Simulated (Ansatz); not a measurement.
# Energy profile

The step: SiCl₂ + SiH₄ → Si₂H₄Cl₂ ([SiH3][SiH]([Cl])[Cl]); bonds formed: Si1–H4, Si1–Si5; bonds broken: H4–Si5 (atoms numbered as in the saddle structure below).

```csv
atom,x (Å),y (Å),z (Å)
Si1,0.3508,-1.0812,-0.6256
Cl2,-0.2266,-2.8188,0.3302
Cl3,-0.4860,-1.0987,-2.5122
H4,-0.9361,-0.1788,0.0264
Si5,0.2647,0.9628,0.5603
H6,1.5479,1.0028,1.3148
H7,-0.7809,1.3752,1.5401
H8,0.2662,1.8367,-0.6341
```

Electronic energies by CCSD(T) at an estimated basis limit (MP2 extrapolated from triple and quadruple zeta, plus CCSD(T) − MP2 in triple zeta), on PBE0-D4/def2-TZVP structures; Si$_{2}$H$_{4}$Cl$_{2}$, singlet; no counterpoise correction. Program: Ansatz 0.2.0. Basis: def2-TZVPP and def2-QZVPP. Cores are frozen in the correlated methods. Extrapolation: Hartree–Fock as exp(−7.88 √X), correlation as X^−2.97.

(1) Give the profile in eV, counted from the separated reactants. (An estimate is asked for; the value comes from the calculation.)

No T1 diagnostic of these runs exceeds 0.013. The restricted Hartree–Fock reference is unstable towards an unrestricted one at one or more of these structures.

Results:

(1) Computed:
```json
{"point": "separated: SiCl$_{2}$ (linked as [Cl][Si][Cl]; Si1, Cl2, Cl3; singlet) + SiH$_{4}$ (H4, Si5, H6, H7, H8; singlet)", "eV": "0.000"}
{"point": "start structure", "eV": "-0.036"}
{"point": "saddle", "eV": "0.763"}
{"point": "end structure", "eV": "-1.503"}
```

Losses and insertions of silylenes and their heavier kin drive the gas-phase chemistry of silicon and germanium vapour deposition.

For scale, one of the runs: CCSD(T)/def2-TZVPP, 224 basis functions (an equivalent command: `ansatz run in.yaml --threads 4`). Hardware: 4 CPU threads, shared host. Wall time 41 s; peak host memory 3.1 GiB.
